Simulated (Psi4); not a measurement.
C6H9O, doublet, geometry from GFN2-xTB, atoms displaced at random by about 0.08 Å a coordinate; TPSS/STO-3G, gradient run with Psi4 1.11.

Psi4 was given this input:
```
memory 2 GB

molecule {
0 2
O    -2.00416490    1.18454780   -0.54142343
C    -0.82579628    0.56476417   -0.15984196
C     0.19374149    1.28022675   -0.30695869
C     1.53061917    0.50995611    0.08130278
C     1.41897683   -0.95132450    0.81162694
C     0.59176811   -1.60107418   -0.05152647
C    -0.93104493   -0.87203330   -0.01038194
H     0.15565686    2.22548645   -0.45533319
H     2.14176080    1.32164279    0.84947458
H     2.23748430    0.59359821   -0.69181992
H     1.04102560   -0.73961399    1.69078365
H     2.46154825   -1.24210442    0.75511623
H     0.32041984   -2.58768995    0.08414429
H     0.77587255   -1.35476651   -1.17956775
H    -1.67851346   -1.42527796   -0.55277200
H    -1.20410442   -1.23505387    1.12760444
symmetry c1
no_reorient
no_com
}

set {
  basis sto-3g
  reference uks
}

gradient('tpss')
print_variables()
```

It wrote (shortened):

```
gradient() will perform analytic gradient computation.

   => Loading Basis Set <=

    Name: STO-3G
    Role: ORBITAL
    Keyword: BASIS

         ---------------------------------------------------------
                                   SCF
               by Justin Turney, Rob Parrish, Andy Simmonett
                          and Daniel G. A. Smith
                              UKS Reference
         ---------------------------------------------------------

  ==> Geometry <==

    Molecular point group: c1
    Full point group: C1

    Geometry (in Angstrom), charge = 0, multiplicity = 2:

       Center              X                  Y                   Z               Mass
    ------------   -----------------  -----------------  -----------------  -----------------
         O           -2.004164900000     1.184547800000    -0.541423430000    15.994914619570
         C           -0.825796280000     0.564764170000    -0.159841960000    12.000000000000
         C            0.193741490000     1.280226750000    -0.306958690000    12.000000000000
         C            1.530619170000     0.509956110000     0.081302780000    12.000000000000
         C            1.418976830000    -0.951324500000     0.811626940000    12.000000000000
         C            0.591768110000    -1.601074180000    -0.051526470000    12.000000000000
         C           -0.931044930000    -0.872033300000    -0.010381940000    12.000000000000
         H            0.155656860000     2.225486450000    -0.455333190000     1.007825032230
         H            2.141760800000     1.321642790000     0.849474580000     1.007825032230
         H            2.237484300000     0.593598210000    -0.691819920000     1.007825032230
         H            1.041025600000    -0.739613990000     1.690783650000     1.007825032230
         H            2.461548250000    -1.242104420000     0.755116230000     1.007825032230
         H            0.320419840000    -2.587689950000     0.084144290000     1.007825032230
         H            0.775872550000    -1.354766510000    -1.179567750000     1.007825032230
         H           -1.678513460000    -1.425277960000    -0.552772000000     1.007825032230
         H           -1.204104420000    -1.235053870000     1.127604440000     1.007825032230

  Running in c1 symmetry.

  Rotational constants: A =      0.16494  B =      0.07878  C =      0.05742 [cm^-1]
  Rotational constants: A =   4944.88519  B =   2361.66484  C =   1721.50802 [MHz]
[...]
  @DF-UKS Final Energy:  -305.30245559505136
    Total Energy =                       -305.3024555950513559
[...]
    GGA                 =           TRUE
    Meta                =           TRUE

    Exchange Hybrid     =          FALSE
    MP2 Hybrid          =          FALSE

   => Exchange Functionals <=

    1.0000   XC_MGGA_X_TPSS

   => Correlation Functionals <=

    1.0000   XC_MGGA_C_TPSS

   => LibXC Density Thresholds  <==

    XC_MGGA_C_TPSS:  1.00E-15
    XC_MGGA_X_TPSS:  1.00E-15

   => Molecular Quadrature <=

    Radial Scheme          =       TREUTLER
    Pruning Scheme         =           NONE
    Nuclear Scheme         =       TREUTLER

    Blocking Scheme        =         OCTREE
    BS radius alpha        =              1
    Pruning alpha          =              1
    Radial Points          =             75
    Spherical Points       =            302
    Total Points           =         333728
    Total Blocks           =           2495
    Max Points             =            256
    Max Functions          =             42
    Weights Tolerance      =       1.00E-15

  -Total Gradient:
     Atom            X                  Y                   Z
    ------   -----------------  -----------------  -----------------
       1        0.038092231353    -0.008288063800     0.004502945528
       2        0.158823515481     0.035548139808     0.014356069737
       3       -0.186245116949     0.114136291611    -0.044550874539
       4       -0.019560727624    -0.099152219595    -0.092761145671
       5       -0.133182796249    -0.117335599287     0.073028941422
       6        0.154764776856    -0.006593517040     0.174909143995
       7       -0.045698643611     0.103360693113    -0.126421384280
       8       -0.002933711842    -0.160284750396     0.027470251487
       9        0.042765966122     0.050786703993     0.032309701674
      10       -0.029289275449     0.019802472306     0.048751879619
      11        0.040634698934    -0.013456508638    -0.127444583473
      12       -0.013972502761     0.016753101348    -0.017242847612
      13        0.002279779713     0.069825235408    -0.008284981959
      14       -0.014865356559     0.026682751523    -0.038457116331
      15        0.011553878450     0.001882656656     0.030295162593
      16       -0.003164229973    -0.033634832506     0.049520974345

  Variable Map:
  ----------------------------------------------------------------------------
[...]
  Array Variable Map:
  ----------------------------------------------------------------------------
[...]
[...]
```
